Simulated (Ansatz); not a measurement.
Cost and result up the ladder for tetramethylammonium triflate, `C[N+](C)(C)C.O=S(=O)([O-])C(F)(F)F` (25 atoms). The state is a singlet with charge 0. Geometry: PBE-D4/def2-SVP.

Ansatz on 4 threads of Arm Neoverse V2 on a shared host. Times are rough, and most runs start from the orbitals of an earlier one. PBE0-D4/def2-TZVP serves as the yardstick here, not as an exact answer. Differences are given only for rows in sets of like size (and for xTB, whose basis is part of the method), since another set adds its own error. Binding counts from free atoms at the same level (C triplet, N quartet, H doublet, O triplet, S triplet, F doublet; other spins of the atoms weren't run), without zero-point energy or a counterpoise term.

B3LYP takes the VWN-RPA correlation. Correlated methods freeze 17 core orbitals. The rows differ in basis, and correlated rows in double-zeta sets carry the largest basis error.

Correlated methods converge slowly with the basis, most of all in double-zeta sets.

```json
{"level": "PBE-D4/def2-SVP", "functions": "246", "binding energy per atom (eV)": "4.08", "difference from PBE0-D4/def2-TZVP (eV)": "–"}
{"level": "BLYP-D4/def2-TZVP", "functions": "481", "binding energy per atom (eV)": "3.96", "difference from PBE0-D4/def2-TZVP (eV)": "0.01"}
{"level": "r2SCAN-D4/def2-TZVP (with forces)", "functions": "481", "binding energy per atom (eV)": "3.96", "difference from PBE0-D4/def2-TZVP (eV)": "0.01"}
{"level": "PBE0-D4/def2-TZVP", "functions": "481", "binding energy per atom (eV)": "3.95", "difference from PBE0-D4/def2-TZVP (eV)": "0.00"}
{"level": "HF/STO-3G", "functions": "81", "binding energy per atom (eV)": "2.45", "difference from PBE0-D4/def2-TZVP (eV)": "–"}
{"level": "HF/6-31G", "functions": "145", "binding energy per atom (eV)": "2.03", "difference from PBE0-D4/def2-TZVP (eV)": "–"}
{"level": "MP2/def2-SVP", "functions": "246", "binding energy per atom (eV)": "3.74", "difference from PBE0-D4/def2-TZVP (eV)": "–"}
{"level": "PBE-D4/def2-TZVP", "functions": "481", "binding energy per atom (eV)": "4.08", "difference from PBE0-D4/def2-TZVP (eV)": "0.13"}
{"level": "PBE0-D4/def2-SVP", "functions": "246", "binding energy per atom (eV)": "3.93", "difference from PBE0-D4/def2-TZVP (eV)": "–"}
{"level": "B3LYP-D4/6-31G", "functions": "145", "binding energy per atom (eV)": "3.45", "difference from PBE0-D4/def2-TZVP (eV)": "–"}
{"level": "BHLYP-D4/def2-TZVP (with forces)", "functions": "481", "binding energy per atom (eV)": "3.74", "difference from PBE0-D4/def2-TZVP (eV)": "-0.21"}
```

Task: Estimate how long each takes.

Result: HF/STO-3G 0.8 s; HF/6-31G 2.2 s; B3LYP-D4/6-31G 4.9 s; PBE-D4/def2-SVP 6 s; MP2/def2-SVP 10 s; PBE0-D4/def2-SVP 11 s; PBE-D4/def2-TZVP 12 s; BLYP-D4/def2-TZVP 13 s; r2SCAN-D4/def2-TZVP (with forces) 27 s; PBE0-D4/def2-TZVP 30 s; BHLYP-D4/def2-TZVP (with forces) 50 s. On shared hardware such times vary by a factor of up to 3.
